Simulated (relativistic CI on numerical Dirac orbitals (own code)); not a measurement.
## Mo3+ (4d3) in a crystal field

Calculated by Dirac-Coulomb-Breit CI, separate exchange-only KLI orbitals for each configuration, a model potential for QED, valence Slater integrals scaled by 0.9, one configuration in a parametric crystal field (own radial code). With so little scaling, terms lie 10 to 35 % too far apart, which can change the order of excited levels.

Field parameters in Wybourne normalisation: Oh B⁴₀ = 21Dq, B⁴₄ = √(5/14) B⁴₀. The field is a parameter set, without covalency.

S and J are read from ⟨S²⟩ = S(S + 1) and ⟨J²⟩ = J(J + 1) of each level; they are not fictitious spins.

Oh, 10Dq = 6000 cm⁻¹, the lowest 16 levels:

| E (cm⁻¹) | Degeneracy | Irrep | S | J |
| --- | --- | --- | --- | --- |
| 0.0 | 4 | Γ8 | 1.50 | 3.17 |
| 5828 | 2 | Γ7 | 1.50 | 3.07 |
| 5920 | 4 | Γ8 | 1.49 | 3.15 |
| 6153 | 4 | Γ8 | 1.50 | 3.48 |
| 6330 | 2 | Γ6 | 1.50 | 3.63 |
| 9765 | 2 | Γ7 | 1.49 | 2.97 |
| 9959 | 4 | Γ8 | 1.49 | 3.41 |
| 10549 | 4 | Γ8 | 1.46 | 3.90 |
| 10966 | 2 | Γ6 | 1.48 | 4.12 |
| 13630 | 4 | Γ8 | 0.53 | 3.85 |
| 14388 | 4 | Γ8 | 0.58 | 4.30 |
| 14515 | 2 | Γ6 | 0.52 | 3.66 |
| 18045 | 2 | Γ6 | 0.90 | 3.63 |
| 18085 | 4 | Γ8 | 0.73 | 3.42 |
| 18103 | 2 | Γ7 | 0.53 | 3.38 |
| 18524 | 4 | Γ8 | 1.26 | 2.53 |

Oh, 10Dq = 10750 cm⁻¹, the lowest 10 levels:

| E (cm⁻¹) | Degeneracy | Irrep | S | J |
| --- | --- | --- | --- | --- |
| 0.0 | 4 | Γ8 | 1.50 | 3.32 |
| 10519 | 2 | Γ7 | 1.50 | 3.11 |
| 10553 | 4 | Γ8 | 1.46 | 3.33 |
| 10794 | 4 | Γ8 | 1.48 | 3.51 |
| 10975 | 2 | Γ6 | 1.48 | 3.65 |
| 13992 | 4 | Γ8 | 0.58 | 3.78 |
| 14380 | 4 | Γ8 | 0.65 | 4.16 |
| 14813 | 2 | Γ6 | 0.57 | 3.66 |
| 16391 | 2 | Γ7 | 1.47 | 2.89 |
| 16606 | 4 | Γ8 | 1.47 | 3.16 |

Oh, 10Dq = 15550 cm⁻¹, the lowest 16 levels:

| E (cm⁻¹) | Degeneracy | Irrep | S | J |
| --- | --- | --- | --- | --- |
| 0.0 | 4 | Γ8 | 1.50 | 3.37 |
| 13686 | 4 | Γ8 | 0.73 | 3.87 |
| 14514 | 4 | Γ8 | 0.58 | 4.07 |
| 14691 | 2 | Γ6 | 0.74 | 3.70 |
| 15289 | 2 | Γ7 | 1.50 | 3.13 |
| 15505 | 4 | Γ8 | 1.47 | 3.40 |
| 16066 | 2 | Γ6 | 1.36 | 3.63 |
| 16154 | 4 | Γ8 | 1.35 | 3.58 |
| 20946 | 4 | Γ8 | 0.65 | 3.55 |
| 20998 | 2 | Γ7 | 0.82 | 3.62 |
| 22703 | 4 | Γ8 | 1.43 | 3.06 |
| 22765 | 2 | Γ6 | 1.48 | 3.09 |
| 22858 | 4 | Γ8 | 1.48 | 3.09 |
| 22924 | 2 | Γ7 | 1.31 | 3.14 |
| 27469 | 2 | Γ6 | 0.55 | 4.12 |
| 29491 | 2 | Γ7 | 0.51 | 4.31 |

Oh, 10Dq = 20350 cm⁻¹, the lowest 10 levels:

| E (cm⁻¹) | Degeneracy | Irrep | S | J |
| --- | --- | --- | --- | --- |
| 0.0 | 4 | Γ8 | 1.50 | 3.40 |
| 14117 | 4 | Γ8 | 0.53 | 3.91 |
| 14737 | 4 | Γ8 | 0.51 | 4.13 |
| 14984 | 2 | Γ6 | 0.52 | 3.68 |
| 20046 | 2 | Γ7 | 1.48 | 3.15 |
| 20160 | 4 | Γ8 | 1.44 | 3.38 |
| 20650 | 4 | Γ8 | 1.48 | 3.51 |
| 20654 | 2 | Γ6 | 1.49 | 3.65 |
| 21957 | 4 | Γ8 | 0.61 | 3.56 |
| 22140 | 2 | Γ7 | 0.56 | 3.87 |

Oh, 10Dq = 25100 cm⁻¹, the lowest 10 levels:

| E (cm⁻¹) | Degeneracy | Irrep | S | J |
| --- | --- | --- | --- | --- |
| 0.0 | 4 | Γ8 | 1.50 | 3.42 |
| 14286 | 4 | Γ8 | 0.51 | 3.90 |
| 14847 | 4 | Γ8 | 0.51 | 4.13 |
| 15068 | 2 | Γ6 | 0.51 | 3.67 |
| 22334 | 4 | Γ8 | 0.55 | 3.53 |
| 22642 | 2 | Γ7 | 0.54 | 3.86 |
| 24876 | 2 | Γ7 | 1.48 | 3.17 |
| 25103 | 4 | Γ8 | 1.48 | 3.37 |
| 25348 | 4 | Γ8 | 1.49 | 3.54 |
| 25372 | 2 | Γ6 | 1.50 | 3.66 |

The free-ion ground term has S = 3/2. Every field shown keeps that spin.

Levels of this model without a field, named by their leading LS term: 4F_3/2 0, 4F_5/2 706, 4F_7/2 1613, 4F_9/2 2664, 4P_1/2 11786, 4P_3/2 11882, 2G_7/2 12807, 4P_5/2 12936 cm⁻¹.
